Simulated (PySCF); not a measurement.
Job file and geometry (Å, from GFN2-xTB) of an NMR shielding run on `InChI=1S/C7H13NOSi/c8-3-2-7-6-10-5-1-4-9-7/h2-3,8H,1,4-6,10H2/b7-2-,8-3-`, GIAO PBE0/pcSseg-1 NMR shielding, non-relativistic, gas phase in PySCF; density fitting, a coarse starting grid and PySCF grid level 2 are the driver's defaults:

```
$ OMP_NUM_THREADS=1 python probes_run.py task.json out

{"job": {"kind": "nmr", "xc": "PBE0", "basis": "pcSseg-1"}, "charge": 0, "multiplicity": 1}
N      4.138379     0.595087    -1.348374
C      2.957230     0.763223    -0.922413
C      2.226991    -0.069856    -0.001084
C      0.960809     0.169555     0.405273
C      0.252500    -0.769140     1.319774
Si    -1.063237    -1.774254     0.357984
C     -2.460227    -0.568041    -0.106337
C     -1.964067     0.732948    -0.736664
C     -1.025356     1.536087     0.173299
O      0.343710     1.281909    -0.059346
H      4.599111    -0.233429    -0.967322
H      2.430553     1.634696    -1.299071
H      2.734452    -0.943461     0.384953
H      0.983650    -1.444014     1.759347
H     -0.218671    -0.225708     2.140104
H     -0.439036    -2.343576    -0.838390
H     -1.593215    -2.816084     1.242058
H     -3.148889    -1.050772    -0.800815
H     -3.046544    -0.322194     0.782430
H     -1.433567     0.523264    -1.667511
H     -2.822633     1.363019    -0.981230
H     -1.292717     1.385347     1.225622
H     -1.123979     2.602380    -0.052208
```

Q: Write the output of this run.

A: 
```
coarse grid: 19440 points
cycle   1  E = -693.1699523421  dE =  1.378e+00  |g| = 6.919e-01  |ddm| = 4.370e+00
cycle   2  E = -693.0677351395  dE =  1.022e-01  |g| = 9.849e-01  |ddm| = 1.971e+00
cycle   3  E = -693.2715267332  dE = -2.038e-01  |g| = 1.813e-01  |ddm| = 1.334e+00
cycle   4  E = -693.2787148448  dE = -7.188e-03  |g| = 6.890e-02  |ddm| = 2.495e-01
cycle   5  E = -693.2797354024  dE = -1.021e-03  |g| = 2.206e-02  |ddm| = 9.565e-02
cycle   6  E = -693.2798216433  dE = -8.624e-05  |g| = 6.217e-03  |ddm| = 2.271e-02
cycle   7  E = -693.2798296667  dE = -8.023e-06  |g| = 1.395e-03  |ddm| = 7.065e-03
final grid: 182424 points
cycle   8  E = -693.3487619116  dE = -6.104e-05  |g| = 1.383e-02  |ddm| = 4.632e-02
cycle   9  E = -693.3487141490  dE =  4.776e-05  |g| = 2.111e-02  |ddm| = 2.799e-02
cycle  10  E = -693.3488003250  dE = -8.618e-05  |g| = 2.444e-03  |ddm| = 1.814e-02
cycle  11  E = -693.3488016590  dE = -1.334e-06  |g| = 5.505e-04  |ddm| = 2.885e-03
cycle  12  E = -693.3488017207  dE = -6.171e-08  |g| = 2.455e-04  |ddm| = 8.698e-04
cycle  13  E = -693.3488017339  dE = -1.322e-08  |g| = 7.193e-05  |ddm| = 3.275e-04
cycle  14  E = -693.3488017350  dE = -1.009e-09  |g| = 2.476e-05  |ddm| = 9.410e-05
cycle  15  E = -693.3488017351  dE = -1.494e-10  |g| = 5.401e-06  |ddm| = 2.785e-05
converged SCF energy = -693.3488017351

GIAO shielding tensors (ppm)
atom      isotropic    diamagn.    paramagn.     s11        s22        s33       span
  0 N      -69.887     319.745    -389.632   -366.666    -75.619    232.623    599.289
  1 C       20.040     250.952    -230.912    -95.820     19.552    136.387    232.207
  2 C       73.943     258.432    -184.489     -1.911    108.057    115.683    117.594
  3 C       19.002     257.326    -238.325    -71.378     26.402    101.981    173.358
  4 C      167.836     255.672     -87.836    151.875    165.250    186.384     34.509
  5 Si     386.960     880.166    -493.206    356.863    391.475    412.542     55.679
  6 C      174.128     251.932     -77.804    157.650    180.855    183.879     26.229
  7 C      155.673     249.603     -93.930    143.814    152.120    171.086     27.273
  8 C      115.513     245.557    -130.043     84.687    111.401    150.452     65.765
  9 O      181.320     400.131    -218.811     69.709    181.787    292.463    222.753
 10 H       22.027      33.301     -11.274     13.085     25.418     27.579     14.494
 11 H       23.201      30.447      -7.246     20.039     20.772     28.792      8.753
 12 H       26.972      35.347      -8.375     24.032     25.155     31.730      7.697
 13 H       29.913      32.560      -2.648     25.081     28.615     36.041     10.961
 14 H       29.701      32.175      -2.474     26.095     28.464     34.544      8.449
 15 H       27.672      29.806      -2.134     24.415     25.864     32.737      8.323
 16 H       27.310      29.172      -1.863     23.733     25.030     33.166      9.434
 17 H       30.673      28.927       1.746     25.585     27.945     38.489     12.904
 18 H       31.006      30.297       0.709     26.803     28.729     37.486     10.684
 19 H       30.006      31.964      -1.958     26.959     28.333     34.726      7.768
 20 H       29.548      29.844      -0.296     23.595     28.590     36.457     12.862
 21 H       27.777      32.124      -4.347     25.042     27.221     31.067      6.025
 22 H       27.187      29.905      -2.718     21.551     27.482     32.526     10.975
```

Q: Turn these shieldings into chemical shifts. Scale: 15N (267.73 ppm) vs NH3; 13C (186.93 ppm) and 29Si (349.16 ppm) and 1H (31.72 ppm) against TMS; H2O for 17O (336.08 ppm) (reference shieldings calculated alike).

A: Averaging equivalent atoms: N 0: 337.6; C 3: 167.9; C 1: 166.9; C 2: 113.0; C 8: 71.4; C 7: 31.3; C 4: 19.1; C 6: 12.8; Si 5: -37.8; O 9: 154.8; H 10: 9.69; H 11: 8.52; H 12: 4.74; H 21/22: 4.24; H 15/16: 4.23; H 19/20: 1.94; H 13/14: 1.91; H 17/18: 0.88 ppm. Experimental scales use liquid or dissolved standards, which lie at an offset from isolated NH3 (liquid NH3: subtract about 20 ppm) and H2O (liquid H2O: subtract about 36 ppm). Unscaled 15N shifts of sp2 nitrogen come out 20 to 40 ppm too high even then.

Size and cost of the density-fitted run: 242 basis functions, 110 s wall time on 1 thread of an Arm Neoverse N1, shared host; peak memory 1 GiB.
